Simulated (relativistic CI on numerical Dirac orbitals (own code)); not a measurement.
**Radial parameters of Pt LXXII**

Method of calculation: Dirac-Coulomb-Breit CI, orbitals from a KLI potential per configuration, model QED, unscaled Slater integrals (own radial code, finite nucleus).

Slater integrals F^k, G^k are unscaled and averaged over j, outside the closed core 1s2; ζ comes from projecting the Hamiltonian with its Breit term on Σ l·s of the shell.

- 2s2 2p3: F^2(2p,2p) = 1.5001e+06, ζ(2p) = 9.7908e+06 cm⁻¹; <r>(2p) = 0.06229, <r^2>(2p) = 0.004745 (bohr units).
- 2s 2p4: F^2(2p,2p) = 1.4988e+06, G^1(2s,2p) = 1.6282e+06, ζ(2p) = 9.7715e+06 cm⁻¹; <r>(2s) = 0.06966, <r^2>(2s) = 0.005784, <r>(2p) = 0.06234, <r^2>(2p) = 0.004753 (bohr units).
- 2p5: ζ(2p) = 9.7525e+06 cm⁻¹; <r>(2p) = 0.06241, <r^2>(2p) = 0.004765 (bohr units).

Averages of the first 10 configurations, taken without configuration mixing, which lowers the lowest level and can move excited configurations by several eV; other configurations of the list can lie among them:

| Configuration | Parity | States | Average energy above the lowest level (eV) |
| --- | --- | --- | --- |
| 2s2 2p3 | odd | 20 | 1813.0 |
| 2s 2p4 | even | 30 | 3426.0 |
| 2p5 | odd | 6 | 5105.9 |
| 2p4 3s | even | 30 | 15440.0 |
| 2s2 2p2 3s | even | 30 | 12222.6 |
| 2p4 3p | odd | 90 | 15902.0 |
| 2p4 3d | even | 150 | 16266.4 |
| 2s2 2p2 3p | odd | 90 | 12697.8 |
| 2s2 2p2 3d | even | 150 | 13062.1 |
| 2s 2p3 3s | odd | 80 | 13797.7 |
